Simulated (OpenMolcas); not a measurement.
W3+ among 8 point charges of -1.2 e arranged as a cube (Oh).

```
Program             : OpenMolcas
Method              : CASSCF
Basis               : ANO-RCC-VDZP [7s6p4d2f1g]
Scalar Hamiltonian  : DKH2, point nucleus
Active space        : 3 electrons in 5 orbitals (5d)
State averaging     : 2S+1 = 4 even, 10 roots; 2S+1 = 2 even, 40 roots
Spin-orbit coupling : state interaction with AMFI integrals over the reference wave functions
```

All point charges move together. At R = 2.16 Å |10Dq| is 8415 cm-1, and at R = 2.45 Å it is 4718 cm-1.

Problem. A third run gives 6845 cm-1. What distance was it run at?

Solution. With a power law R^-n the two known points give n = -ln(4718 / 8415) / ln(2.45 / 2.16) = 4.59. Then R = 2.16 × (8415 / 6845)^(1/4.59) = 2.259 Å. The run was at 2.26 Å, so the estimate is off by -0.001 Å.

Without dynamic correlation the repulsion within the d shell is too large (B by tens of per cent), so at a given field states of lower spin stand too high. Point charges give a weaker field than real ligands, and real ions of this kind are as a rule low spin; the high spin found here belongs to the model. An orbital triplet at a regular site is open to Jahn-Teller coupling, which can distort the site and quench the lowest spin-orbit gaps and is left out (holds for R = 2.16; R = 2.26). This shell can be high or low spin here, a state of another spin lies low, and with metal d orbitals alone active their balance is uncertain, so the ground spin may be wrong (holds for R = 2.16). Spin-orbit coupling mixes the spin-free states strongly: the lowest level takes only 66 % from its leading state, 4T1 (holds for R = 2.45). Point charges carry no covalency, so the field is a model and not that of real ligands. No measured value stands beside these numbers.
